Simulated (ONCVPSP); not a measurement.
Which setting gave this result? (ruthenium, ONCV)

Base potential:

```
Element                 : ruthenium (Ru)
Generator               : ONCVPSP 4.0.1
Type                    : optimised norm-conserving Vanderbilt (ONCV)
Functional              : PBE
Relativity              : non-relativistic
Frozen core             : [Ar] 3d10
Valence charge          : 16
Reference configuration : 4s2 4p6 4d8
Partial waves           : 4s: rc 1.05 bohr, ncon 5, nbas 10, qcut 4.8 1/bohr, 1 projector; 4p: rc 1.60 bohr, ncon 4, nbas 8, qcut 8.9 1/bohr, 2 projectors, debl 1.7 Ha; 4d: rc 1.60 bohr, ncon 4, nbas 9, qcut 5.8 1/bohr, 3 projectors, debl 3.3 Ha
Local potential         : polynomial inside 1.00 bohr (lpopt 5, dvloc0 -1 Ha)
Core correction         : polynomial model core, fcfact 0.7
```

Cutoffs, loose and tight: the cutoffs (Ha) at which the residual kinetic energy of the hardest occupied pseudo-wave falls to 1 and 0.1 mHa per electron. They do not see the model core or the augmentation charge, which bear on the density cutoff. Test errors are all-electron minus pseudo excitation energies from the reference, over the configurations 4s2 4p6 4d7 5s1; 4s2 4p6 4d7; 4s2 4p6 4d6; 4s2 4p6 4d6 5s2; variants that change the core or the reference have their own tests.

Only the scale of all radii but the core radius (base = 1) is moved:

```csv
scale of all radii but the core radius (base = 1),"cutoff, loose","cutoff, tight",bound ghosts,largest test error (meV)
0.8,402 Ha,449 Ha,s,-0.2 over the solved tests; 2 of 4 tests not solved or not reliable
0.86,161 Ha,326 Ha,s,-0.1 over the solved tests; 2 of 4 tests not solved or not reliable
0.99,254 Ha,287 Ha,s,+2.0 over the solved tests; 2 of 4 tests not solved or not reliable
1.07,224 Ha,250 Ha,s,+4.7 over the solved tests; 2 of 4 tests not solved or not reliable
1.12,204 Ha,228 Ha,s,+7.3 over the solved tests; 2 of 4 tests not solved or not reliable
1.19,178 Ha,200 Ha,none,+11 over the solved tests; 2 of 4 tests not solved or not reliable
1.25,164 Ha,185 Ha,none,+17 over the solved tests; 2 of 4 tests not solved or not reliable
1.32,143 Ha,163 Ha,none,+25 over the solved tests; 2 of 4 tests not solved or not reliable
```

Problem. One more run gave cutoff, loose: 259 Ha; cutoff, tight: 311 Ha; bound ghosts: s; largest test error (meV): +0.3 over the solved tests; 2 of 4 tests not solved or not reliable. Which value of the scale of all radii but the core radius (base = 1) was used?

Solution. 0.92. The tight cutoff moves one way along this sweep, from 449 Ha at 0.8 to 163 Ha at 1.32, which places the run between 0.86 and 0.99.
